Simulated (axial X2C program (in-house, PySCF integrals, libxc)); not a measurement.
## Nuclear properties of NGaN

Computed with an in-house all-electron X2C program for linear molecules (integrals from PySCF): two-component X2C with atomic mean-field Coulomb and Gaunt terms, Gaussian nuclei, basis N dyall-av3z, Ga dyall-v3z with contracted cores.

N–Ga–N held linear, with bonds 1.796 and 1.796 Å (near the PBE0 minimum at charge 0 of the determinant lowest at the starting distance; the state shown can have its own minimum elsewhere, held linear; other orders of the atoms were not compared).

Determinant lowest in the PBE0 search, Ω = 5/2 (⟨Sz⟩ = 1.50, ⟨Lz⟩ = 1.00 at PBE0), spin on the atoms N 0.81, Ga -0.12, N 0.81:

```csv
level,A∥/gI N (MHz),qzz N (a.u.),A∥/gI Ga (MHz),qzz Ga (a.u.)
PBE0,-4.12,-0.48,-23.7,-3.76
HF,0.88,-0.61,-189,-4.20
r2SCAN,9.54,-0.44,-25.8,-3.60
```

A∥ (defined per Ω) follows by multiplying with gI = μI/(I μN); qzz is the electric field gradient, eQq0 = 234.96 MHz × Q/barn × qzz. The operators were transformed with the bare-nucleus X2C matrices; with these basis sets, hyperfine constants and field gradients can be off by tens of per cent, and where levels differ in sign neither size nor sign is settled.

(1) With Q(14N) = 0.02044 barn, Q(69Ga) = 0.171 barn (Q from Pyykkö, Mol. Phys. 2018), turn the PBE0 values of the first state into constants in MHz.

The molecule was held linear; bending was not examined, so a bent shape may lie lower.

Each state is one determinant with collinear spin, which with several unpaired electrons need not be a pure state. Unrestricted Hartree–Fock can overshoot spin polarisation at the nuclei. With several open shells hyperfine constants can be off by a factor of several. The search compared states at one distance, so a state with another bond length can lie lower. Further determinants of the search, some of them spin-mixed, are not shown. Where a field gradient or hyperfine factor spreads by more than a factor of two over the levels, a constant derived from it is not to be relied on.

## Answers

(1) eQq0(14N) = 234.96 × (0.02044) × (-0.48) = -2.31 MHz; eQq0(69Ga) = 234.96 × (0.171) × (-3.76) = -151 MHz.
